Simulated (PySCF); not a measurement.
W(O)2(NH2)2 (H4N2O2W), SMILES [NH2][W]([NH2])(=[O])=[O], multiplicity 1.

Coordinates come from a B3LYP-D3(BJ)/def2-SVP optimisation. The multiplicity is an assumed one; other spin states were not compared. The def2 effective core potentials stand for the cores of W; spin–orbit coupling is left out. One conformer was computed; it need not be the lowest.

The numbers are results of PBE/def2-TZVP (PySCF), not measurements.

Symmetry labels are those of the subgroup C2v that the program uses (full group C2v).

Computed valence orbital energies around the gap with their symmetry:
```json
[
 {"orbital": "HOMO−7", "symmetry": "A1", "energy (eV)": "-9.46"},
 {"orbital": "HOMO−6", "symmetry": "B2", "energy (eV)": "-9.20"},
 {"orbital": "HOMO−5", "symmetry": "A2", "energy (eV)": "-8.82"},
 {"orbital": "HOMO−4", "symmetry": "A1", "energy (eV)": "-8.77"},
 {"orbital": "HOMO−3", "symmetry": "B1", "energy (eV)": "-7.91"},
 {"orbital": "HOMO−2", "symmetry": "A1", "energy (eV)": "-7.18"},
 {"orbital": "HOMO−1", "symmetry": "B2", "energy (eV)": "-6.92"},
 {"orbital": "HOMO", "symmetry": "B1", "energy (eV)": "-6.40"},
 {"orbital": "LUMO", "symmetry": "A2", "energy (eV)": "-2.16"},
 {"orbital": "LUMO+1", "symmetry": "A1", "energy (eV)": "-1.69"},
 {"orbital": "LUMO+2", "symmetry": "A1", "energy (eV)": "-0.84"},
 {"orbital": "LUMO+3", "symmetry": "B1", "energy (eV)": "-0.80"}
]
```
